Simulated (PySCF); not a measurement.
LiZn: from constants to spectrum

ROHF-CCSD(T) constants of LiZn, ²Σ⁺ (doublet), unpaired electrons σ ↑ (basis Li def2-SVPD, Zn def2-SVPD; no relativity; PySCF 2.14; masses 7.0160 and 63.9291 u):

| Item | Value |
| --- | --- |
| ωe | 111.1 cm⁻¹ |
| ωexe | 5.42 cm⁻¹ |
| Be | 0.27097 cm⁻¹ |
| αe | 0.0140 cm⁻¹ |
| De to Li + Zn | 0.083 eV |

Question: What force constant and bond length do these constants imply?

Answer: Reduced mass μred = 6.3222 u; k = 5.8918×10⁻⁷·μred·ωe² (u, cm⁻¹, mdyn/Å) = 0.0460 mdyn/Å; Re = √(16.8576/(μred·Be)) (u, cm⁻¹, Å) = 3.137 Å.

Question: Estimate the centrifugal constant D from the Kratzer relation and find the Dunham coefficient a1.

Answer: D = 4Be³/ωe² = 6.45e-06 cm⁻¹; a1 = −1 − αeωe/(6Be²) = -4.53.

Correlated steps freeze 5 core orbitals. The bond is weak. Basis-set superposition, not corrected here, can be much of De in a small basis, most of all at correlated wavefunction levels. The state was picked by a PBE0 search and need not be the measured ground state.
